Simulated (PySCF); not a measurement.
Radial density of I⁺ (iodine, charge +1)

BLYP, [Kr] 4d10 5s1 5p4 5d1, one real determinant (an excited configuration). All numbers are calculated (PySCF 2.14, scalar relativity by spin-free X2C-1e, in x2c-TZVPPall with one added diffuse shell each of s, p, d, f type (9s7p5d3f, 76 functions)).

```
r (bohr)  4πr²ρ (e/bohr)  4πr²(ρα − ρβ)
  0.0248           65.81         0.0204
  0.0417           60.52         0.0460
  0.0701           84.87         0.0856
   0.118           74.95         0.0056
   0.198           68.93         0.1662
   0.334           54.10         0.0177
   0.561           25.04         0.4578
   0.944           20.08         0.0150
    1.59           4.922         1.8285
    2.67           1.984         1.2375
    4.49          0.2811         0.2160
    7.56         0.02545         0.0254
    12.7       6.534e-05         0.0001
```

Densities and radii are taken from the X2C orbitals without a picture-change correction, which distorts them close to the nucleus.

⟨L²⟩ = 8.01 against 12 for a pure F term, so this real determinant mixes terms. The outer electron is Rydberg-like, and this basis confines it to a smaller radius and binds it less than a complete one would.
